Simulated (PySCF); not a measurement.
A geometry optimisation on `[Br][Co][Br]` [quartet].

Computed with PBE0-D3(BJ)/def2-SVP geometry optimisation, gas phase (PySCF 2.14.0). Start geometry: GFN2-xTB. The input is one job of a driver script: a line of settings, then coordinates in Å.

Command:
```bash
OMP_NUM_THREADS=1 python probes_run.py task.json out
```

Input:
```
{"job": {"xc": "PBE0", "basis": "def2-SVP", "d3": "d3bj", "grid": 1, "maxiter": 40, "shake": 0.03, "kind": "geom"}, "charge": 0, "multiplicity": 4}
Co     0.060180    -0.077270     0.012880
Br    -0.031630    -0.032220     2.117100
Br    -0.044960     0.012280    -2.149870
```

Output:
```
step   0  E = -6529.55156610  max force = 0.045782
step   1  E = -6529.55781986  max force = 0.009583
step   2  E = -6529.55816791  max force = 0.002152
step   3  E = -6529.55819846  max force = 0.000600
step   4  E = -6529.55821311  max force = 0.000784
step   5  E = -6529.55824368  max force = 0.001955
step   6  E = -6529.55825787  max force = 0.002355
step   7  E = -6529.55822629  max force = 0.001761
step   8  E = -6529.55826728  max force = 0.000565
step   9  E = -6529.55828250  max force = 0.001445
step  10  E = -6529.55828509  max force = 0.002627
step  11  E = -6529.55825120  max force = 0.003241
step  12  E = -6529.55827304  max force = 0.002114
step  13  E = -6529.55828913  max force = 0.000857
step  14  E = -6529.55829586  max force = 0.000302
optimisation converged
```

Energies in Eh; «max force» is the largest Cartesian gradient component in Eh/bohr.

How much energy does the optimisation release, in eV?

E(step 0) − E(last step) = 0.006730 Eh, which is 0.183 eV.

Summary of the converged run: final energy -6529.55830 Eh after 14 steps; dipole 0.03 D.

Time: 5.4 min wall; peak memory 0.41 GiB. Hardware: one thread of an Arm Neoverse N1, no GPU, shared host.
Labels such as C1 count atoms from 1, the log's own numbers from 0.
